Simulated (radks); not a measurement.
Values are calculated unless marked as measured or tabulated.
Be, 4 electrons, occupied as [He] 2s1 3d1 (not the ground configuration).

Level of theory: Dirac Kohn-Sham, PBE, spin-unpolarised, spherical densities, finite nucleus; open shells fill j = l - 1/2 first; Fermi nuclear charge, rms radius 2.519 fm (a radial shooting solver on a logarithmic mesh with Libxc functionals).

Energy parts (Ry):
| part | energy |
|---|---|
| total | -28.68352 |
| kinetic | 28.57708 |
| electron-nucleus | -64.59596 |
| Hartree | 12.42493 |
| exchange-correlation | -5.08956 |

Orbitals (lengths in bohr, moments of r in powers of bohr; r(max) is where P^2 peaks):
| orbital | occ. | eigenvalue (Ry) | r(max) | <1/r> | small-component weight |
|---|---|---|---|---|---|
| 1s1/2 | 2 | -8.42169 | 0.2658 | 3.668 | 1.79e-04 |
| 2s1/2 | 1 | -0.77377 | 1.895 | 0.6162 | 1.97e-05 |
| 3d3/2 | 1 | -0.05211 | 8.816 | 0.1214 | 1.79e-06 |
| 3d5/2 | 0 | -0.05211 | 8.816 | 0.1214 | 1.79e-06 |

The highest occupied level is 3d3/2 at -0.709 eV. Summed over all electrons, <r^2> = 116.8 bohr^2, which gives a Langevin (diamagnetic) susceptibility term of -92.5 x 10^-6 cm^3/mol. The density falls to 0.001 e/bohr^3 at r = 3.58 bohr. The electron density at the nucleus is 35.65 e/bohr^3.
